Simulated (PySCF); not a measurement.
Atoms are numbered as in `[CH2:1]=[N:2][c:3]1[cH:4][cH:5][cH:6][n+:7]([AlH3-:8])[cH:9]1` (H(Xn): hydrogen on atom n). Ha(C1) is cis to C3; Hb(C1) is trans to C3.

Computed data (PySCF 2.14.0 with density-fitted response routines): coordinates at the PBE0-D3(BJ)/def2-SVP level, NMR shieldings at HF/pcSseg-1/GIAO. Equivalent nuclei averaged, gas phase, single conformer, non-relativistic Hamiltonian.

Q: List the cross peaks expected in HSQC, COSY and HMBC spectra.

A: 

HSQC (one-bond C–H):
```
           δH          δC
 9.44 (H(C9))  159.2 (C9)
 8.97 (H(C6))  157.1 (C6)
 7.70 (H(C4))  140.5 (C4)
7.69 (Hb(C1))  163.1 (C1)
 7.52 (H(C5))  127.8 (C5)
7.45 (Ha(C1))  163.1 (C1)
```

COSY cross peaks (H two or three bonds apart, from the bond graph; peaks can be absent where the dihedral angle is near 90°):
```
           δH             δH
 8.97 (H(C6))   7.52 (H(C5))
 7.70 (H(C4))   7.52 (H(C5))
7.69 (Hb(C1))  7.45 (Ha(C1))
```

HMBC (two and three bonds, from the bond graph):
```
           δH                                              δC
 9.44 (H(C9))              157.1 (C6), 152.2 (C3), 140.5 (C4)
 8.97 (H(C6))              159.2 (C9), 140.5 (C4), 127.8 (C5)
 7.70 (H(C4))  159.2 (C9), 157.1 (C6), 152.2 (C3), 127.8 (C5)
7.69 (Hb(C1))                                      152.2 (C3)
 7.52 (H(C5))              157.1 (C6), 152.2 (C3), 140.5 (C4)
7.45 (Ha(C1))                                      152.2 (C3)
4.17 (H(Al8))                          159.2 (C9), 157.1 (C6)
```

Shifts are taken against calculated references (same method and geometry level): TMS for 1H (σref 31.69), 13C (σref 190.85).

Short H···H contacts in this conformer between protons four or more bonds apart (candidates for NOE cross peaks, intensity ∝ r⁻⁶): H(Al8)···H(C9) 2.47 Å, Ha(C1)···H(C4) 2.52 Å.

Hydrides on Al or Ga are broadened by the quadrupolar metal nucleus. Shifts are as computed. Against solution values, carbons near 30 ppm lie about -0 ppm off and those near 130 ppm about +7 ppm. Of 1309 compounds with measured shifts, 239 miss one by over three times the rms of a fit or turn the order of signals round; such compounds aren't used in these exercises.
